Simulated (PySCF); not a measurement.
SMILES C(#N)CCC=O (C₄H₅NO) (GFN2-xTB optimised geometry):

```
11

N      2.664    -0.679     0.000
C      1.521    -0.679     0.000
C      0.082    -0.654    -0.015
C     -0.435     0.599    -0.729
C     -1.937     0.651    -0.746
O     -2.664    -0.173    -0.271
H     -0.285    -1.551    -0.521
H     -0.285    -0.674     1.015
H     -0.082     0.631    -1.763
H     -0.068     1.506    -0.239
H     -2.334     1.551    -1.255
```

Computed with PBE/def2-TZVP run with PySCF.

Q: What are the frontier orbital energies and the dipole moment?

A: HOMO-2 -8.28 eV, HOMO-1 -8.18 eV, HOMO -6.51 eV, LUMO -2.45 eV, LUMO+1 -0.36 eV; dipole moment 2.91 D.

Meta-Löwdin charges at PBE/def2-TZVP: N1 -0.22, C2 0.10, C3 -0.23, C4 -0.24, C5 0.27, O6 -0.36, H7 0.16, H8 0.16, H9 0.15, H10 0.15, H11 0.08.
